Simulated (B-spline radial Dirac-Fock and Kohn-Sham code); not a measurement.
## Magnetic form factor of the 4f shell of Gd³⁺

System: gadolinium as Gd³⁺ in the configuration [Xe] 4f6 6s1 (not the ground configuration).

The computed values come from a radial finite-basis atomic code: configuration-average Dirac-Fock orbitals. ⟨j_K⟩ is the integral of the 4f radial density with the spherical Bessel function j_K(4πsr), s = sin θ/λ.

```csv
s (Å⁻¹),⟨j0⟩,⟨j2⟩,⟨j4⟩,⟨j6⟩
0,1.0000,0.0000,0.0000,0.0000
0.05,0.9860,0.0056,0.0000,0.0000
0.1,0.9455,0.0214,0.0003,0.0000
0.15,0.8829,0.0452,0.0012,0.0000
0.2,0.8040,0.0736,0.0034,0.0001
0.25,0.7154,0.1033,0.0072,0.0004
0.3,0.6232,0.1315,0.0129,0.0010
0.35,0.5323,0.1558,0.0202,0.0021
0.4,0.4465,0.1753,0.0288,0.0038
0.45,0.3679,0.1893,0.0382,0.0061
0.5,0.2980,0.1979,0.0478,0.0091
0.6,0.1847,0.2013,0.0660,0.0164
0.7,0.1042,0.1907,0.0806,0.0249
0.8,0.0501,0.1719,0.0906,0.0335
0.9,0.0157,0.1494,0.0960,0.0414
1,-0.0048,0.1262,0.0972,0.0480
1.1,-0.0158,0.1043,0.0951,0.0530
1.2,-0.0208,0.0847,0.0907,0.0564
1.4,-0.0211,0.0533,0.0779,0.0589
1.6,-0.0165,0.0318,0.0633,0.0569
```

Radial moments of the shell: ⟨r²⟩ = 0.7669, ⟨r⁴⟩ = 1.314, ⟨r⁶⟩ = 4.358 in powers of bohr.
